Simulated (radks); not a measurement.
All-electron atom: Au4+ in [Xe] 4f14 5d7. Calculated with a radial shooting solver on a logarithmic mesh with Libxc functionals: scalar-relativistic Kohn-Sham, r2SCAN, spin-polarised, spherical densities, finite nucleus; open shells are filled with parallel spins first (spin-orbit coupling, left out, can overturn this in heavy ions); meta-GGA in the generalised Kohn-Sham scheme; Fermi nuclear charge, rms radius 5.4371 fm.

Local quantities along the radius. ELF = 1/(1 + alpha^2) is the electron localisation function; alpha = (tau - tau_W)/tau_unif compares the Pauli kinetic energy density with that of the uniform gas (summed over spins). tau is taken from the large components.

r (bohr),ELF,alpha
0.0009833,0.999,0.02274
0.001322,0.999,0.02471
0.001777,0.999,0.02785
0.00239,0.999,0.03287
0.003213,0.998,0.04114
0.004319,0.997,0.05547
0.005761,0.993,0.08119
0.007746,0.982,0.1347
0.01041,0.939,0.2549
0.014,0.775,0.5381
0.01882,0.460,1.084
0.02531,0.334,1.411
0.03403,0.514,0.9714
0.04538,0.723,0.6197
0.06102,0.683,0.6811
0.08203,0.395,1.238
0.1103,0.439,1.131
0.1483,0.707,0.6444
0.1994,0.546,0.9111
0.268,0.290,1.566
0.3575,0.653,0.7293
0.4806,0.669,0.7041
0.6462,0.354,1.352
0.8688,0.467,1.069
1.168,0.673,0.6974
1.57,0.496,1.008
2.111,0.172,2.191
2.816,0.022,6.621
3.786,0.001,37.80
5.09,0.000,527.7

On this mesh the ELF has minima near r = 0.025, 0.096, 0.27, 0.75 bohr, which separate the shells, and maxima near 0.053 (0.74), 0.15 (0.71), 0.42 (0.72), 1.2 (0.67).
